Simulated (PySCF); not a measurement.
C₆H₅N₃.
Geometry (PBE0-D3(BJ)/def2-SVP, Å), atoms numbered from 1 in this order:
```
atom  x, y, z in Å
C1    -1.9107   -0.8223   -0.2250
C2    -1.6789    0.5477   -0.4882
C3    -0.4285    1.1254   -0.3381
C4     0.5975    0.2734    0.0910
N5     1.9228    0.4209    0.3564
N6     2.4690   -0.7412    0.7487
N7     1.5707   -1.6498    0.7549
C8     0.3799   -1.0936    0.3569
C9    -0.8938   -1.6595    0.1990
H10   -2.9182   -1.2216   -0.3615
H11   -2.5137    1.1689   -0.8210
H12   -0.2593    2.1837   -0.5441
H13    2.5045    1.2464    0.2998
H14   -1.0586   -2.7181    0.4059
```

Theory: TDDFT wB97X-D/def2-SVPD, vertical, gas phase, core orbitals frozen in the response (PySCF 2.14.0, density-fitted response routines).

Orbital energies (eV): HOMO-3 -11.45, HOMO-2 -9.76, HOMO-1 -9.23, HOMO -8.91, LUMO 0.29, LUMO+1 1.68, LUMO+2 2.28.

Problem. Among the lowest singlets, which states do these configurations lead, and at what energies: HOMO→LUMO+1, HOMO-2→LUMO, HOMO-1→LUMO+1?

Solution. 

```tsv
state	leading configuration	weight	Δε (eV)	E (eV)	E − Δε (eV)	f	other configurations
S2	HOMO-2→LUMO	0.87	10.05	5.14	-4.91	0.0049	H-2→L+3 (11%)
S4	HOMO→LUMO+1	0.64	10.59	6.82	-3.77	0.730	H-1→L (19%)
S5	HOMO-1→LUMO+1	0.66	10.91	6.92	-3.99	0.145	H→L+3 (12%), H→L+1 (9%)
```

E − Δε runs from -4.91 to -3.77 eV. Among themselves, these states come in the order of their orbital differences. Δε is the difference of the two orbital energies.

H and L stand for HOMO and LUMO. The other states: S1 5.08 eV, f 0.069, H→L (56%), H-1→L (26%), H→L+1 (8%); S3 5.46 eV, f 0.105, H-1→L (49%), H→L (34%), H→L+1 (13%); S6 6.94 eV, f 0.0044, H-4→L (59%), H-2→L+1 (26%).

Summed over the main configurations (up to three a state, each over 8%) of all 6 singlets, the electron leaves HOMO with weight 1.96, HOMO-1 with weight 1.60, HOMO-2 with weight 1.24 and HOMO-4 with weight 0.59.
